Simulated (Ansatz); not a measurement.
Reaction (redistribution): `[NH2][Al]([NH2])[Br]` + `[OH][Sc]([F])[Cl]` → `[NH2][Al]([Cl])[Br]` + `[NH2][Sc]([OH])[F]`

Calculated with Ansatz (gas phase, PBE0-D4/def2-TZVP geometries, no zero-point term in ΔE). CCSD(T)/CBS adds triple-zeta CCSD(T) − MP2 to the extrapolated MP2 energy (def2 sets, frozen cores). DFT in def2-TZVPP. HSE06 is defined as in plane-wave codes. For Br, Sc outer-core shells are correlated without core-valence functions, which leaves a few kJ/mol of doubt a bond. Scalar relativity is left out up to krypton. Each species was taken in one conformer, which may not be the lowest.

Q: Is it downhill or uphill in electronic energy at CCSD(T)/CBS, and by how much? (Estimate.)

A: Ansatz gave: Uphill: ΔE = +40.6 kJ/mol.

Q: What do these levels give: PBE0-D4, r2SCAN0-D4, HSE06-D4, B2PLYP, BLYP, r2SCANh, HSE06, MP2/def2-TZVPP, HF/def2-QZVPP, HF/CBS(def2), MP2/CBS(def2), CCSD/CBS(def2)? (Estimate.)

A: The calculation gave: PBE0-D4 41.1, r2SCAN0-D4 45.5, HSE06-D4 41.1, B2PLYP 43.1, BLYP 38.3, r2SCANh 44.0, HSE06 41.5, MP2/def2-TZVPP 41.9, HF/def2-QZVPP 57.6, HF/CBS(def2) 57.8, MP2/CBS(def2) 39.8, CCSD/CBS(def2) 42.0 kJ/mol.

Largest T1 diagnostic among the species: 0.016.

At CCSD(T), def2-SVP lies +4.3 kJ/mol from the extrapolated value and def2-TZVPP +2.1 kJ/mol. In def2-TZVPP, CCSD(T) changes the Hartree–Fock value by −13.3 kJ/mol (the triples alone add −1.3 kJ/mol) and MP2 by −14.1 kJ/mol.
